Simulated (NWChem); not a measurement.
Molecule: C4H4N, doublet; SMILES c1[nH][c]cc1

```xyz
9

C     -1.2074     0.0248     0.0000
C     -0.4571     1.1695     0.0000
C      0.9059     0.7150     0.0000
C      0.9070    -0.6621     0.0000
N     -0.4154    -1.0821     0.0000
H     -0.8094     2.1901     0.0000
H      1.7837     1.3482     0.0000
H      1.7171    -1.3772     0.0000
H     -0.7342    -2.0381     0.0000
```
Atoms are numbered in this order, from 1.

Level: B3LYP/6-31G* (spherical d), spin-unrestricted (NWChem), optimised geometry, unscaled harmonic frequencies. In the optimisation the excess spin sits in a' (Cs, its own frame).

Q: List the harmonic frequencies with IR intensities, and the thermochemistry.

A: 
```
frequency (cm⁻¹)  IR intensity (km/mol)
----------------  ---------------------
277                                21.5
446                                40.6
618                                 0.1
676                                43.6
753                                75.5
848                                 0.0
854                                 3.6
888                                 1.4
1036                               16.6
1074                               21.4
1118                               11.5
1182                               11.1
1270                                2.7
1386                                5.0
1427                               14.2
1474                               18.7
1576                                0.8
3250                                3.4
3280                                3.1
3288                                0.8
3677                               71.8
```

```json
{
 "zero_point_energy": "43.4 kcal/mol",
 "thermal correction to the enthalpy at 298.15 K (with zero-point energy)": "46.7 kcal/mol",
 "heat capacity Cv": "14.9 cal/(mol K)",
 "entropy at 298.15 K and 1 atm (symmetry number 1, electronic part: spin degeneracy alone)": "68.1 cal/(mol K)",
 "dipole_moment": "1.77 D"
}
```

Rigid rotor and harmonic oscillator.
